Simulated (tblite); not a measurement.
C7H10O2Si.
Structure used (GFN2-xTB), in Å, numbered top down from 1:
```
atom  x, y, z in Å
C1    -1.4116    1.8025   -0.2859
C2    -1.6152    0.5118   -0.5526
C3    -2.9456   -0.0113   -1.0122
C4    -0.5495   -0.4741   -0.4821
C5     0.4612   -0.4934    0.4072
C6     0.5808    0.3933    1.5452
O7     1.6421    0.5434    2.1160
Si8    2.0240   -1.5606    0.3096
C9     3.4092   -0.2327    0.1746
O10    3.4547    0.5706   -0.7220
H11   -2.2087    2.5238   -0.3541
H12   -0.4361    2.1862   -0.0411
H13   -2.8618   -0.4010   -2.0261
H14   -3.6964    0.7736   -1.0009
H15   -3.2765   -0.8256   -0.3690
H16   -0.5936   -1.2582   -1.2295
H17   -0.3378    0.8764    1.9213
H18    2.2181   -2.3465    1.5250
H19    1.9687   -2.3731   -0.9064
H20    4.1689   -0.1944    0.9800
```

Computed with GFN2-xTB (tblite): harmonic, unscaled wavenumbers at the GFN2-xTB geometry, gas phase. The method is semi-empirical: single wavenumbers can be off by several per cent or more. Modes of hydrogen on silicon can be 10 to 20 % off. One conformer, not necessarily the lowest.

Harmonic wavenumbers (cm⁻¹): 25.1, 36.3, 66.1, 85.0, 118.4, 134.5, 143.8, 151.2, 237.1, 279.4, 309.3, 347.8, 385.2, 477.6, 490.1, 515.5, 543.3, 601.7, 644.3, 674.9, 708.6, 746.3, 769.9, 799.1, 841.6, 898.1, 910.0, 943.6, 977.4, 1018.6, 1042.0, 1126.6, 1243.8, 1311.7, 1352.2, 1354.4, 1393.8, 1409.8, 1474.8, 1481.7, 1602.4, 1668.6, 1681.9, 1734.5, 2264.5, 2293.5, 2729.5, 2796.3, 3009.4, 3022.1, 3032.2, 3055.9, 3105.3, 3133.5.

A = 1956, B = 635.2, C = 605.8 MHz; mass 154.045 u (most abundant isotopes); point group C1, symmetry number 1.

Task: Zero-point energy?

Result: ½Σν̃ = 31600 cm⁻¹ = 378.02 kJ/mol.

Task: Give the ideal-gas entropy at 298.15 K and 1 bar in the rigid-rotor, harmonic-oscillator model (classical rotation).

Result: Translation 171.68, rotation 127.34, vibration 183.38: S = 482.4 J/(mol K).

Task: And Cp and H(298.15 K) − H(0)?

Result: Cp = 196.33 J/(mol K), of which vibrations give 163.07 (their classical limit is 54 R = 449.0); H(298.15 K) − H(0) = 36.50 kJ/mol without the zero-point energy, 26.59 from vibrations.

Task: What must be added to the electronic energy to get the Gibbs energy at 298.15 K and 1 bar?

Result: ZPE + [H(298.15 K) − H(0)] − T·S = 378.02 + 36.50 − 143.83 = 270.69 kJ/mol.

Task: Blend soft modes into free rotors: weight 1/[1 + (100 cm⁻¹/ν̃)⁴] for the oscillator and the rest for a rotor with moment μB/(μ + B), μ = h/(8π²ν), B = 10⁻⁴⁴ kg m². What vibrational entropy results?

Result: 161.92 J/(mol K) in place of 183.38, which changes −T·S at 298.15 K by +6.40 kJ/mol.

Hindered rotation and anharmonicity are outside this model. Other conformers, if any are populated, would add a mixing term that is left out. The structure is chiral; the term R ln 2 for an equal mix with its mirror image is left out.
